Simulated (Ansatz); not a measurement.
All numbers were calculated with Ansatz.

A structure relaxed at PBE0-D4/def2-TZVP, charge 0, multiplicity 1:

```xyz
7

F    -0.927    1.097    1.581
Si   -0.249    0.775    0.186
C     0.448   -0.834   -0.172
O    -0.891   -0.423   -0.722
H     0.081    2.056   -0.452
H     1.178   -1.015   -0.957
H     0.360   -1.656    0.535
```

(1) Give its formula and SMILES.

(2) Summarise the bond lengths by kind.

Results:

(1) CH3FOSi, `F[SiH]1CO1`.

(2) 1 × F–Si 1.584 Å; 1 × C–Si 1.790 Å; 1 × O–Si 1.634 Å; 1 × H–Si 1.469 Å; 1 × C–O 1.505 Å; 2 × C–H 1.087 to 1.088 Å.
